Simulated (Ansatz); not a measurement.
```yaml
crystal:
  periodic: [false, false, false]
  atoms:
    - {symbol: N, position_ang: [-0.010857, -2.048141, -1.041390]}
    - {symbol: Ga, position_ang: [-1.510258, -0.865127, -0.962984]}
    - {symbol: Ga, position_ang: [-0.001286, -1.734490, 0.973633]}
    - {symbol: N, position_ang: [-1.770387, -1.015396, 1.054001]}
    - {symbol: N, position_ang: [-1.772756, 1.026547, -1.039014]}
    - {symbol: Ga, position_ang: [-1.496319, 0.874559, 0.975458]}
    - {symbol: Ga, position_ang: [1.496725, -0.874784, -0.975602]}
    - {symbol: N, position_ang: [1.773112, -1.026759, 1.039219]}
    - {symbol: N, position_ang: [1.769986, 1.015163, -1.053834]}
    - {symbol: Ga, position_ang: [0.001281, 1.734893, -0.973840]}
    - {symbol: Ga, position_ang: [1.509884, 0.864938, 0.962807]}
    - {symbol: N, position_ang: [0.010865, 2.048606, 1.041546]}
basis:
  gaussian: {orbitals: def2-TZVP, initial_orbitals: start.molden}
hamiltonian: {xc: pbe0, dispersion: d4}
scf: {omitted_lower_state_checks: [starts]}
output: {forces: true, orbitals: {seedname: orbitals}}
```

The file start.molden holds the orbitals of an earlier run on this structure, at another level or in another basis.

```sh
$ ansatz run in.yaml --threads 4 --pin off --events-out ev --progress --plain --max-ram 6963MiB
```

Q: Does this run fit into the memory that it is given?

A: No. It has 474 basis functions, and Ansatz plans for 7.43 GiB where 6.79 GiB are given.
